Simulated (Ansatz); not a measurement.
All values below come from B3LYP-D3(BJ)/def2-TZVP run with Ansatz (a program for electronic structure). No frequencies were computed at this level.

Ansatz 0.2 input:
```yaml
crystal:
  periodic: [false, false, false]
  atoms:
    - { symbol: In, position_ang: [-0.079689, 0.499444, 0.0] }
    - { symbol: H, position_ang: [-1.456644, -0.269677, 0.0] }
    - { symbol: H, position_ang: [1.536333, -0.229767, 0.0] }
basis:
  gaussian: { orbitals: def2-tzvp }
hamiltonian:
  xc: b3lyp
  dispersion: d3bj
relax:
  max_steps: 150
magnetization:
  spin_polarized: true
  initial_magnetization: 1
```

Output:

```
Functional definition: B3LYP
553 factors; their error is unknown
mean field evaluation 1: about -5205.7664 eV, gradient 1.1e1 eV
mean field evaluation 2: about -5206.2051 eV, gradient 8.2e0 eV
mean field evaluation 4: about -5206.5366 eV, gradient 2.0e-1 eV
mean field evaluation 8: about -5206.5748 eV, gradient 1.6e-2 eV
mean field evaluation 16: about -5206.5748 eV, gradient 3.9e-5 eV
mean field -5206.57481012 eV, -191.3380951286 hartree, gradient 3.9e-5 eV, S^2 0.752052; 0 other end points of the search recorded, 0 dependent functions left out
reference -5206.57503269 eV, -191.3381033082 hartree; 12, 11 occupied and 50, 51 virtual orbitals, 553 factors
relax step   1: F+E_penalty+E_count = -5206.62070240 eV  Δ(F+E_penalty+E_count) = +0.000e0 eV  max|allowed force component| = 2.515e0 eV/Å  Δτ_max = 0.0000 Å  (30 SCF iters, accepted)
these checks for a lower state are left out or cut short: starts, cluster_reference, orbital_swaps, neighbouring_geometries, increment
553 factors; their error is unknown
mean field -5206.81382058 eV, -191.3468786013 hartree, gradient 1.9e-5 eV, S^2 0.752975; 0 other end points of the search recorded, 0 dependent functions left out
reference -5206.81404438 eV, -191.3468868255 hartree; 12, 11 occupied and 50, 51 virtual orbitals, 553 factors
relax step   2: F+E_penalty+E_count = -5206.85965109 eV  Δ(F+E_penalty+E_count) = -2.389e-1 eV  max|allowed force component| = 2.229e-1 eV/Å  Δτ_max = 0.1022 Å  (37 SCF iters, accepted)
these checks for a lower state are left out or cut short: starts, cluster_reference, orbital_swaps, neighbouring_geometries, increment
553 factors; their error is unknown
mean field evaluation 32: about -5206.8183 eV, gradient 2.4e-5 eV
mean field -5206.81828349 eV, -191.3470426100 hartree, gradient 2.4e-5 eV, S^2 0.753317; 0 other end points of the search recorded, 0 dependent functions left out
reference -5206.81850778 eV, -191.3470508526 hartree; 12, 11 occupied and 50, 51 virtual orbitals, 553 factors
relax step   3: F+E_penalty+E_count = -5206.86408282 eV  Δ(F+E_penalty+E_count) = -4.432e-3 eV  max|allowed force component| = 2.531e-2 eV/Å  Δτ_max = 0.0238 Å  (34 SCF iters, accepted)
these checks for a lower state are left out or cut short: starts, cluster_reference, orbital_swaps, neighbouring_geometries, increment
553 factors; their error is unknown
mean field -5206.81832081 eV, -191.3470439814 hartree, gradient 1.9e-5 eV, S^2 0.753305; 0 other end points of the search recorded, 0 dependent functions left out
reference -5206.81854502 eV, -191.3470522211 hartree; 12, 11 occupied and 50, 51 virtual orbitals, 553 factors
relax step   4: F+E_penalty+E_count = -5206.86414708 eV  Δ(F+E_penalty+E_count) = -6.426e-5 eV  max|allowed force component| = 1.414e-2 eV/Å  Δτ_max = 0.0083 Å  (33 SCF iters, accepted)
these checks for a lower state are left out or cut short: starts, cluster_reference, orbital_swaps, neighbouring_geometries, increment
553 factors; their error is unknown
mean field -5206.81837766 eV, -191.3470460709 hartree, gradient 2.0e-5 eV, S^2 0.753291; 0 other end points of the search recorded, 0 dependent functions left out
reference -5206.81860189 eV, -191.3470543110 hartree; 12, 11 occupied and 50, 51 virtual orbitals, 553 factors
relax step   5: F+E_penalty+E_count = -5206.86419238 eV  Δ(F+E_penalty+E_count) = -4.530e-5 eV  max|allowed force component| = 4.831e-4 eV/Å  Δτ_max = 0.0033 Å  (24 SCF iters, accepted)
553 factors; their error is unknown
mean field evaluation 64: about -5206.8184 eV, gradient 2.3e-5 eV
mean field -5206.81837766 eV, -191.3470460709 hartree, gradient 2.0e-5 eV, S^2 0.753291; 1 other end points of the search recorded, 0 dependent functions left out
reference -5206.81860189 eV, -191.3470543110 hartree; 12, 11 occupied and 50, 51 virtual orbitals, 553 factors
Total energy: -5206.86441660 eV, -191.3487379707 hartree
Atom 0 at    -0.015549     0.591735     0.000000 Å, force     0.000119    -0.000249    -0.000000 eV/Å
Atom 1 at    -1.526399    -0.336170    -0.000000 Å, force    -0.000483     0.000081     0.000000 eV/Å
Atom 2 at     1.541948    -0.255565    -0.000000 Å, force     0.000364     0.000168     0.000000 eV/Å
Dipole moment:    -0.002968     0.112771     0.000000 e Å
```

Cost: about 9 core-seconds (a rough figure).
